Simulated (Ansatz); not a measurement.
Ansatz results at the PBE0-D4/def2-TZVP geometry: HOMO energy (PBE0/def2-TZVPP) -7.71 eV; HOMO energy (PBE/def2-TZVPP) -6.47 eV; HOMO energy (ωB97M-V/def2-TZVPP) -9.89 eV.

Each molecule was computed in one conformer, which needn't be the lowest.

Question: Which molecule gave them?
A. `BC(C)(C)C`
B. `COB(S)Cl`
C. `BN([SiH3])[SiH3]`
D. `CSB(O)Cl`

Answer: B. The others give `CSB(O)Cl`: -7.31, -6.10, -9.47; `BC(C)(C)C`: -8.11, -6.81, -10.40; `BN([SiH3])[SiH3]`: -8.44, -7.22, -10.69.
